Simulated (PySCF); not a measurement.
PySCF input file for C5H8O, SMILES C(C(C)=C)C=O, TDA-LC-ωPBE/def2-SVPD. The structure is a stationary point at ωB97X-D3(BJ)/def2-SVP. One conformer was computed; it need not be the lowest.

```python
import numpy as np
from pyscf import gto, scf, dft, tdscf

mol = gto.M(
    atom='''
    C    -1.89560287    0.61974070    0.76622217
    C    -0.96318875    0.11711611   -0.04993027
    C    -1.08894603   -1.23148998   -0.71098159
    C     0.32720673    0.86204495   -0.33484857
    C     1.45684867    0.21676033    0.44513593
    O     2.33649677   -0.44132403   -0.04586928
    H    -1.78036031    1.60534007    1.22871973
    H    -2.81163790    0.06475967    0.99208165
    H    -0.22185124   -1.86997832   -0.47289649
    H    -1.10677339   -1.12076696   -1.80831020
    H    -2.00522042   -1.75238742   -0.39829488
    H     0.58376376    0.82040521   -1.40503926
    H     0.23619055    1.91342545   -0.01810058
    H     1.39600848    0.36476169    1.55520829
    ''',
    basis='def2-SVPD',
    charge=0,
    spin=0,
    max_memory=1600,
    verbose=4,
)
mf = dft.RKS(mol, xc='lc_wpbe').density_fit(auxbasis='def2-universal-jkfit')
mf.grids.level = 3
mf.conv_tol = 1e-9
mf.max_cycle = 100
mf.kernel()
mf.grids = dft.Grids(mol).set(level=1).build(with_non0tab=True)  # coarser grid for the response kernel
td = tdscf.TDA(mf)
td.singlet = True
td.nstates = 10
td.conv_tol = 1e-4
td.positive_eig_threshold = 1e-6
td.kernel(x0=td.get_init_guess(mf, 15))
td.analyze()
tt = tdscf.TDA(mf)
tt.singlet = False
tt.nstates = 4
tt.conv_tol = 1e-4
tt.positive_eig_threshold = 1e-6
tt.kernel(x0=tt.get_init_guess(mf, 9))
tt.analyze(verbose=3)
```

It prints:

```
PySCF version 2.14.0

[INPUT] verbose = 4
[INPUT] num. atoms = 14
[INPUT] num. electrons = 46
[INPUT] charge = 0
[INPUT] spin (= nelec alpha-beta = 2S) = 0
[INPUT] symmetry False subgroup None
[INPUT] Mole.unit = angstrom
[INPUT] Symbol           X                Y                Z      unit          X                Y                Z       unit  Magmom
[INPUT]  1 C     -1.895602870000   0.619740700000   0.766222170000 AA   -3.582170265240   1.171140191246   1.447950051870 Bohr   0.0
[INPUT]  2 C     -0.963188750000   0.117116110000  -0.049930270000 AA   -1.820162943762   0.221317372674  -0.094354535626 Bohr   0.0
[INPUT]  3 C     -1.088946030000  -1.231489980000  -0.710981590000 AA   -2.057809761132  -2.327178787346  -1.343560484708 Bohr   0.0
[INPUT]  4 C      0.327206730000   0.862044950000  -0.334848570000 AA    0.618331105815   1.629028862564  -0.632772090502 Bohr   0.0
[INPUT]  5 C      1.456848670000   0.216760330000   0.445135930000 AA    2.753044991237   0.409617658370   0.841184995904 Bohr   0.0
[INPUT]  6 O      2.336496770000  -0.441324030000  -0.045869280000 AA    4.415338986231  -0.833981548889  -0.086680376731 Bohr   0.0
[INPUT]  7 H     -1.780360310000   1.605340070000   1.228719730000 AA   -3.364393388946   3.033653069090   2.321943773550 Bohr   0.0
[INPUT]  8 H     -2.811637900000   0.064759670000   0.992081650000 AA   -5.313225592447   0.122378040217   1.874762611707 Bohr   0.0
[INPUT]  9 H     -0.221851240000  -1.869978320000  -0.472896490000 AA   -0.419238083995  -3.533746883674  -0.893644851368 Bohr   0.0
[INPUT] 10 H     -1.106773390000  -1.120766960000  -1.808310200000 AA   -2.091498589056  -2.117942603861  -3.417211026257 Bohr   0.0
[INPUT] 11 H     -2.005220420000  -1.752387420000  -0.398294880000 AA   -3.789317413185  -3.311532287933  -0.752668240017 Bohr   0.0
[INPUT] 12 H      0.583763760000   0.820405210000  -1.405039260000 AA    1.103153627846   1.550341158066  -2.655139395662 Bohr   0.0
[INPUT] 13 H      0.236190550000   1.913425450000  -0.018100580000 AA    0.446335452710   3.615850060273  -0.034205138896 Bohr   0.0
[INPUT] 14 H      1.396008480000   0.364761690000   1.555208290000 AA    2.638073694770   0.689299694834   2.938917734753 Bohr   0.0

nuclear repulsion = 221.106804976178
number of shells = 81
number of NR pGTOs = 263
number of NR cGTOs = 187
basis = def2-SVPD
ecp = {}


[settings echo left out]
init E= -270.908632307379
  HOMO = -0.284268737597534  LUMO = -0.0713691657620328  gap/eV = 5.79329
cycle= 1 E= -270.037931196672  delta_E= 0.871  |g|= 0.806  |ddm|= 5.47
  HOMO = -0.244712595783427  LUMO = 0.0419841312495497  gap/eV = 7.80142
cycle= 2 E= -269.928271030362  delta_E= 0.11  |g|= 1.19  |ddm|= 1.93
  HOMO = -0.363627721579536  LUMO = 0.0377122307270197  gap/eV = 10.92102
cycle= 3 E= -270.183053240563  delta_E= -0.255  |g|= 0.047  |ddm|= 1.15
  HOMO = -0.366728192806595  LUMO = 0.0470567668818407  gap/eV = 11.25966
cycle= 4 E= -270.183890227645  delta_E= -0.000837  |g|= 0.0233  |ddm|= 0.179
  HOMO = -0.366223876005213  LUMO = 0.047694792481797  gap/eV = 11.26330
cycle= 5 E= -270.184060691068  delta_E= -0.00017  |g|= 0.00713  |ddm|= 0.0672
  HOMO = -0.366611919638075  LUMO = 0.0479780146049036  gap/eV = 11.28157
cycle= 6 E= -270.184080910496  delta_E= -2.02e-05  |g|= 0.00234  |ddm|= 0.0245
  HOMO = -0.366829141777416  LUMO = 0.0478059045787806  gap/eV = 11.28279
cycle= 7 E= -270.184082982965  delta_E= -2.07e-06  |g|= 0.00122  |ddm|= 0.00771
  HOMO = -0.366814249292141  LUMO = 0.0478449163189802  gap/eV = 11.28345
cycle= 8 E= -270.184083511722  delta_E= -5.29e-07  |g|= 0.000238  |ddm|= 0.00325
  HOMO = -0.366826517480528  LUMO = 0.0478713137018865  gap/eV = 11.28450
cycle= 9 E= -270.184083537317  delta_E= -2.56e-08  |g|= 6.38e-05  |ddm|= 0.000891
  HOMO = -0.366829008044519  LUMO = 0.0478694157475004  gap/eV = 11.28452
cycle= 10 E= -270.18408353874  delta_E= -1.42e-09  |g|= 1.74e-05  |ddm|= 0.000201
  HOMO = -0.366829184643369  LUMO = 0.0478690813624629  gap/eV = 11.28451
cycle= 11 E= -270.18408353892  delta_E= -1.8e-10  |g|= 5.11e-06  |ddm|= 7.92e-05
  HOMO = -0.366828770900936  LUMO = 0.0478691978547765  gap/eV = 11.28451
Extra cycle  E= -270.184083538945  delta_E= -2.44e-11  |g|= 3.13e-06  |ddm|= 2.08e-05
converged SCF energy = -270.184083538945
tot grids = 50856
Overwritten attributes  positive_eig_threshold  of <class 'pyscf.tdscf.rks.TDA'>


******** <class 'pyscf.tdscf.rks.TDA'> for <class 'pyscf.df.df_jk.DFRKS'> ********
nstates = 10 singlet
deg_eia_thresh = 1.000e-03
wfnsym = None
conv_tol = 0.0001
eigh lindep = 1e-12
eigh level_shift = 0
eigh max_cycle = 100


Excitation energies (eV)
[4.24067766 7.03128844 7.86666156 7.90508411 8.20557405 8.23650018
 8.56699303 8.70666416 8.79505003 8.91978133]

** Singlet excitation energies and oscillator strengths **
Excited State   1:      4.24068 eV    292.37 nm  f=0.0020
      22 -> 24       -0.38947
      22 -> 26       -0.16375
      23 -> 24       -0.51044
      23 -> 26       -0.19164
Excited State   2:      7.03129 eV    176.33 nm  f=0.1854
      22 -> 24       -0.50666
      23 -> 24        0.44640
      23 -> 25        0.10178
Excited State   3:      7.86666 eV    157.61 nm  f=0.0730
      22 -> 25       -0.12097
      22 -> 27       -0.10249
      22 -> 28        0.18293
      23 -> 25        0.60247
      23 -> 26        0.12601
      23 -> 27       -0.12964
Excited State   4:      7.90508 eV    156.84 nm  f=0.2273
      21 -> 24        0.10757
      22 -> 24       -0.15057
      22 -> 25       -0.15823
      23 -> 26        0.58878
      23 -> 27        0.12637
Excited State   5:      8.20557 eV    151.10 nm  f=0.0347
      21 -> 24       -0.30806
      21 -> 26        0.20311
      22 -> 25       -0.31027
      22 -> 26       -0.13984
      23 -> 27        0.24903
      23 -> 28       -0.28308
      23 -> 29       -0.10805
Excited State   6:      8.23650 eV    150.53 nm  f=0.0416
      21 -> 24       -0.42288
      21 -> 26        0.24083
      22 -> 25        0.25519
      22 -> 26       -0.13254
      23 -> 26        0.21348
      23 -> 27       -0.14580
      23 -> 28        0.21606
Excited State   7:      8.56699 eV    144.72 nm  f=0.1265
      19 -> 24       -0.11512
      20 -> 24        0.15066
      20 -> 26       -0.11786
      21 -> 24        0.23380
      22 -> 24        0.12728
      22 -> 26       -0.51243
      23 -> 27        0.10500
      23 -> 28        0.12748
      23 -> 29       -0.11036
Excited State   8:      8.70666 eV    142.40 nm  f=0.0077
      16 -> 24       -0.17840
      16 -> 26       -0.12954
      19 -> 24        0.43628
      20 -> 24       -0.40304
      22 -> 26       -0.14301
      23 -> 29       -0.12914
Excited State   9:      8.79505 eV    140.97 nm  f=0.0916
      22 -> 26        0.17074
      22 -> 27       -0.12811
      22 -> 31        0.13108
      23 -> 27        0.48211
      23 -> 28        0.26433
      23 -> 30        0.13340
      23 -> 31       -0.18493
Excited State  10:      8.91978 eV    139.00 nm  f=0.0471
      21 -> 26        0.12100
      22 -> 25       -0.12048
      22 -> 26       -0.12347
      22 -> 27       -0.16971
      22 -> 29        0.12438
      22 -> 30       -0.12909
      23 -> 29        0.54182
      23 -> 31       -0.15730

** Transition electric dipole moments (AU) **
state          X           Y           Z        Dip. S.      Osc.
  1        -0.1238      0.0400      0.0476      0.0192      0.0020
  2         0.8819     -0.3741     -0.3983      1.0762      0.1854
  3        -0.2319      0.1791      0.5412      0.3788      0.0730
  4        -0.8320      0.2921      0.6294      1.1736      0.2273
  5         0.3457     -0.2118     -0.0904      0.1725      0.0347
  6        -0.2268      0.2047      0.3359      0.2062      0.0416
  7        -0.5685      0.4521      0.2740      0.6026      0.1265
  8        -0.0705      0.0527     -0.1682      0.0361      0.0077
  9         0.0486     -0.2322     -0.6073      0.4251      0.0916
 10        -0.0007     -0.0452      0.4620      0.2155      0.0471

** Transition velocity dipole moments (imaginary part, AU) **
state          X           Y           Z        Dip. S.      Osc.
  1        -0.0040      0.0091      0.0050      0.0001      0.0005
  2         0.1161     -0.0579     -0.0096      0.0169      0.0437
  3        -0.0269      0.0281      0.0947      0.0105      0.0242
  4        -0.1273      0.0218      0.0906      0.0249      0.0571
  5         0.0790     -0.0427     -0.0091      0.0082      0.0180
  6        -0.0496      0.0479      0.0496      0.0072      0.0159
  7        -0.1075      0.0746     -0.0134      0.0173      0.0366
  8        -0.0213      0.0120     -0.0419      0.0024      0.0049
  9        -0.0212     -0.0261     -0.1502      0.0237      0.0489
 10         0.0177     -0.0280      0.1130      0.0139      0.0282

** Transition magnetic dipole moments (imaginary part, AU) **
state          X           Y           Z
  1         0.8676     -0.6263     -0.4834
  2        -0.0792     -0.2941      0.0089
  3        -0.5420     -0.6637     -0.1222
  4        -0.0242     -0.4558     -0.1694
  5        -0.4573      0.1373      0.5623
  6        -0.6250      0.2180      0.7230
  7         0.3374     -0.3552      0.1366
  8        -0.7046     -0.4454     -0.3124
  9        -0.3568     -0.4803      0.1241
 10        -0.5408      0.3371      0.1739


******** <class 'pyscf.tdscf.rks.TDA'> for <class 'pyscf.df.df_jk.DFRKS'> ********
nstates = 4 triplet
deg_eia_thresh = 1.000e-03
wfnsym = None
conv_tol = 0.0001
eigh lindep = 1e-12
eigh level_shift = 0
eigh max_cycle = 100


Excitation energies (eV)
[3.54774704 4.1409096  6.00345679 7.16145671]

** Triplet excitation energies and oscillator strengths **
Excited State   1:      3.54775 eV    349.47 nm  f=0.0000
Excited State   2:      4.14091 eV    299.41 nm  f=0.0000
Excited State   3:      6.00346 eV    206.52 nm  f=0.0000
Excited State   4:      7.16146 eV    173.13 nm  f=0.0000
```

The run converged.
